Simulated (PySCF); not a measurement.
**Shapes and spin states of [PtH3]+**

All numbers come from PySCF, PBE0, basis Pt def2-TZVP with ECP60, H def2-TZVP (scalar-relativistic core potentials, no spin–orbit coupling, density fitting).

Relaxations began from a few typed shapes and spin states; open shells are unrestricted. The search is not exhaustive: other isomers or separated fragments can lie lower, and high-lying points may rest on an excited occupation.

(1) Order these stationary points by electronic energy, lowest first, in kJ/mol from the lowest minimum.
A. quintet C2v: Pt–H 1.650 Å (×2); H–Pt–H 148.9°
B. triplet C2v: Pt–H 1.518 Å, Pt–H 1.651 Å (×2); H–Pt–H 100.3° (×2), H–Pt–H 159.5°
C. singlet D3h: Pt–H 1.541 Å (×3); H–Pt–H 120.0° (×3)
D. triplet C2v: Pt–H 1.521 Å, Pt–H 1.628 Å (×2); H–Pt–H 71.2° (×2), H–Pt–H 142.5°
E. quintet C2v: Pt–H 1.639 Å, Pt–H 1.782 Å (×2); H–Pt–H 102.0°, H–Pt–H 129.0° (×2)
F. singlet C3v: Pt–H 1.510 Å (×3); H–Pt–H 83.6° (×3)

(2) Which of them are minima?

Results:

(1) F (0.0), C (241.3), D (262.8), B (293.4), A (618.6), E (633.3).

(2) By energy in kJ/mol, 0.0: minimum; 241.3: saddle point, 1 imaginary mode; 262.8: minimum; 293.4: saddle point, 1 imaginary mode; 618.6: minimum; 633.3: saddle point, 1 imaginary mode.

Formally Pt is in oxidation state +4, d6, with 0 unpaired electrons (the high-spin count would be 4). The polar-tensor charge on Pt, 0.63, is far below the formal one.

For the lowest minimum: no spin–orbit coupling is included, which matters more the heavier the element.
